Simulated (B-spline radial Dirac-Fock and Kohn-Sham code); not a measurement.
Two-hole binding energies of Pm³⁶⁺

System: promethium as Pm³⁶⁺, [Ar] 3d7.

These are calculated numbers from an atomic code on a B-spline grid; the model is Dirac-Fock energy differences between relaxed states, corrected for Breit and QED terms. U is the two-hole binding energy less the two single-hole energies, the effective repulsion of the holes after relaxation. Each two-hole energy is an average over J within one jj subconfiguration.

```csv
holes,E(a) (eV),E(b) (eV),E(ab) (eV),U (eV)
1s⁻²,46889.6,46889.6,94888.6,1109.5
1s⁻¹ 2p3/2⁻¹,46889.6,8121.3,55335.5,324.6
1s⁻¹ 3p1/2⁻¹,46889.6,2965.6,49997.2,142.0
1s⁻¹ 3p3/2⁻¹,46889.6,2840.9,49863.4,133.0
2s⁻²,9087.8,9087.8,18399.1,223.5
2p1/2⁻²,8679.9,8679.9,17630.5,270.6
2s⁻¹ 2p3/2⁻¹,9087.8,8121.3,17416.6,207.5
2p1/2⁻¹ 2p3/2⁻¹,8679.9,8121.3,17045.3,244.1
2s⁻¹ 3p1/2⁻¹,9087.8,2965.6,12173.1,119.7
2s⁻¹ 3p3/2⁻¹,9087.8,2840.9,12044.3,115.6
2p1/2⁻¹ 3p3/2⁻¹,8679.9,2840.9,11640.4,119.6
2p3/2⁻¹ 3p1/2⁻¹,8121.3,2965.6,?,?
3p1/2⁻²,2965.6,2965.6,6029.2,97.9
3p3/2⁻²,2840.9,2840.9,5772.4,90.7
```

Q: Give the missing two-hole energy and U.

A: E(ab) = 11209.4 eV and U = 122.5 eV.
